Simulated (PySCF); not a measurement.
## Orbital energies, ionisation energy and electron affinity

Species: (MgTe)4 ring, Mg4Te4.
Structure used (PBE0-D3(BJ)/def2-SVP), in Å, numbered top down from 1:
```xyz
8
Mg4Te4 angstrom
Mg    -1.826   -1.874    0.156
Te    -2.641   -0.846    2.409
Mg    -0.785    0.988    2.273
Te     1.061    2.827    2.109
Mg     1.848    1.857   -0.183
Te     2.639    0.860   -2.462
Mg     0.831   -1.017   -2.285
Te    -0.989   -2.881   -2.101
```

Level: wB97X-D/def2-SVPD (PySCF). Frontier orbitals with their largest atomic shares (Löwdin; up to four atoms above 4 %):

```csv
orbital,ε (eV),main atoms
HOMO−3,-8.50,"Te4 20 %, Te2 20 %, Te6 20 %, Te8 20 %"
HOMO−2,-8.22,"Te4 26 %, Te8 26 %, Te2 13 %, Te6 13 %"
HOMO−1,-8.22,"Te6 27 %, Te2 26 %, Te8 13 %, Te4 13 %"
HOMO,-7.97,?
LUMO,-1.27,"Mg7 14 %, Mg3 14 %, Mg5 14 %, Mg1 14 %"
LUMO+1,-0.62,"Mg1 17 %, Mg3 17 %, Mg7 17 %, Mg5 17 %"
LUMO+2,0.08,"Mg7 21 %, Mg3 21 %, Mg5 10 %, Mg1 10 %"
```

Task: What vertical ionisation energy does ΔSCF give, and how far is −ε(HOMO) from it?

Result: ΔSCF: 8.03 eV (774 kJ/mol; threshold wavelength 154 nm); ⟨S²⟩ of the doublet left behind is 0.767, against 0.75 for a pure doublet. −ε(HOMO) is 7.97 eV, 0.06 eV below it. For the exact functional −ε(HOMO) would equal the first vertical ionisation energy; wB97X-D (range-separated hybrid) comes within 0.06 eV of that here.

Task: On which atoms does the HOMO lie?

Result: Te8 (tellurium bonded to 2 Mg) 20 %, Te6 (tellurium bonded to 2 Mg) 20 %, Te2 (tellurium bonded to 2 Mg) 20 %, Te4 (tellurium bonded to 2 Mg) 19 %, so no atom holds as much as 40 %. The HOMO−1 lies 0.25 eV lower.

Task: And the vertical electron affinity, the fundamental gap, Mulliken's electronegativity and the hardness (with the factor ½)?

Result: EA = 1.55 eV by ΔSCF (−ε(LUMO) = 1.27 eV). IE − EA = 6.48 eV against an orbital gap of 6.70 eV; (IE + EA)/2 = 4.79 eV; (IE − EA)/2 = 3.24 eV.

Task: How many of the 10 lowest singlet excitations (vertical TDDFT, same level) lie below the ionisation energy?

Result: All 10; they run from 3.07 to 4.13 eV.

Task: What total energies stand behind the ΔSCF value?

Result: E(N) = -1872.76283 Eh and E(N − 1) = -1872.46792 Eh at the same geometry, 0.29491 Eh apart. With one more electron, E(N + 1) = -1872.81967 Eh.

Task: What kinetic energy would electrons from this vertical process carry with Lyman-α light (10.199 eV)?

Result: 10.20 − 8.03 = 2.17 eV.

Task: Shift the occupied levels rigidly so that −ε(HOMO) equals the ΔSCF value. What binding energies result?

Result: The shift is +0.06 eV: HOMO 8.03, HOMO−1 8.28, HOMO−2 8.28, HOMO−3 8.56 eV. A rigid shift is only a rough guide to the deeper ionisations.

Geometry: PBE0-D3(BJ)/def2-SVP; no solvent, vibrations or thermal averaging. Atoms past krypton carry effective core potentials; spin–orbit coupling is left out.

The run behind these numbers computed excited states and ΔSCF ions as well. The run took 3.2 min wall (with the writing of density and orbital grids) on one thread of an AMD EPYC 9R45, no GPU, shared host with 96 logical CPUs at a one-minute load of 24, and the process peaked at 1.5 GiB of memory.

wB97X-D is run here without its empirical dispersion term; that term would change no orbital, density or response property at a fixed geometry.
